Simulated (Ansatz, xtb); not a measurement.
## Relative energy of two isomers of C4H7GeNO

Structure X is `[GeH3][NH]c1ccco1`, a singlet and structure Y is `[GeH3][O]c1ccc[nH]1`, a singlet. Both are isolated molecules in the gas phase, relaxed with PBE0-D3(BJ)/def2-SVP, each in the lowest conformer that the search found.

Q: Estimate which is lower in electronic energy at CCSD(T)/def2-SVP + ΔMP2/def2-TZVPP, and by roughly how much.

A: The CCSD(T)/def2-SVP + ΔMP2/def2-TZVPP calculation puts structure Y lower, by 11.5 kcal/mol.

The same difference at several levels:

```json
{"level": "GFN2-xTB", "geometry": "GFN2-xTB", "E(Y) − E(X) (kcal/mol)": "−12.6", "departure from the last row (kcal/mol)": "−1.1", "job, with rough time for the two": "optimisation, 0.1 s"}
{"level": "HF/STO-3G", "geometry": "GFN2-xTB", "E(Y) − E(X) (kcal/mol)": "+4.0", "departure from the last row (kcal/mol)": "+15.5", "job, with rough time for the two": "single point, 0.4 s"}
{"level": "r2SCAN-D4/def2-SVP", "geometry": "GFN2-xTB", "E(Y) − E(X) (kcal/mol)": "−11.0", "departure from the last row (kcal/mol)": "+0.5", "job, with rough time for the two": "single point, 3.7 s"}
{"level": "PBE0-D3(BJ)/def2-SVP", "geometry": "PBE0-D3(BJ)/def2-SVP", "E(Y) − E(X) (kcal/mol)": "−11.5", "departure from the last row (kcal/mol)": "0.0", "job, with rough time for the two": "optimisation, 39 s"}
{"level": "HF/def2-SVP", "geometry": "PBE0-D3(BJ)/def2-SVP", "E(Y) − E(X) (kcal/mol)": "−12.1", "departure from the last row (kcal/mol)": "−0.6", "job, with rough time for the two": "part of the CCSD(T) run"}
{"level": "MP2/def2-SVP", "geometry": "PBE0-D3(BJ)/def2-SVP", "E(Y) − E(X) (kcal/mol)": "−13.6", "departure from the last row (kcal/mol)": "−2.1", "job, with rough time for the two": "part of the CCSD(T) run"}
{"level": "CCSD(T)/def2-SVP", "geometry": "PBE0-D3(BJ)/def2-SVP", "E(Y) − E(X) (kcal/mol)": "−12.0", "departure from the last row (kcal/mol)": "−0.5", "job, with rough time for the two": "single point"}
{"level": "CCSD(T)/def2-SVP + ΔMP2/def2-TZVPP", "geometry": "PBE0-D3(BJ)/def2-SVP", "E(Y) − E(X) (kcal/mol)": "−11.5", "departure from the last row (kcal/mol)": "", "job, with rough time for the two": "single point, 83 s"}
```

As drawn, Y has 1 Ge–O, 1 C–O, 2 C∷N in place of 1 Ge–N, 1 C–N, 2 C∷O (∷ is an aromatic bond).

HF/STO-3G puts the two in the other order. The largest departure from CCSD(T)/def2-SVP + ΔMP2/def2-TZVPP is that of HF/STO-3G, 15.5 kcal/mol. The last row adds to CCSD(T) the change of the MP2 difference between the two basis sets, here +0.5 kcal/mol.

With thermal terms from frequencies at re-optimised GFN2-xTB minima (ideal gas, soft modes damped towards free rotors, one conformer each, 298.15 K, 1 atm): on the last row, ΔE + ΔZPE = −11.1, ΔH = −11.2, ΔG = −10.9 kcal/mol.

The correlated steps freeze 15 core orbitals; the filled d shell of Ge is correlated, in a basis made for valence electrons. Run with Ansatz 0.2.0, xtb 6.7.1; the last row on 4 threads of Arm Neoverse V2 on a shared host.
